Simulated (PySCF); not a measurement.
Computed shifts of a molecule C2H8ClGeN, KT2/pcSseg-1 (PySCF), GIAO, gas phase, equivalent atoms averaged, in ppm (number of nuclei): ¹³C: 7.4 (2). ¹⁵N: 49.7 (1). ¹H: 1.10 (2), 0.92 (6). References: ¹³C against TMS (σ = 185.1 ppm); ⁷³Ge against GeH4 (σ = 1669.3 ppm); ¹⁵N against NH3 (σ = 266.2 ppm); ³⁵Cl against HCl (σ = 945.4 ppm); ¹H against TMS (σ = 31.47 ppm), references at their B3LYP-D3(BJ)/def2-TZVP geometries, non-relativistic (without spin–orbit terms, shifts of atoms bonded to Cl or Br come out too high). Coordinates come from a B3LYP-D3(BJ)/def2-SVP optimisation. One conformer was computed; it need not be the lowest.

Task: Which molecule gave these data?
A) C[CH2][Ge@H]([NH2])[Cl]
B) C[N](C)[GeH2][Cl]
C) [CH3][Ge@H]([Cl])[CH2]N
D) [CH3][Ge]([CH3])([NH2])[Cl]

Result: D, [CH3][Ge]([CH3])([NH2])[Cl]
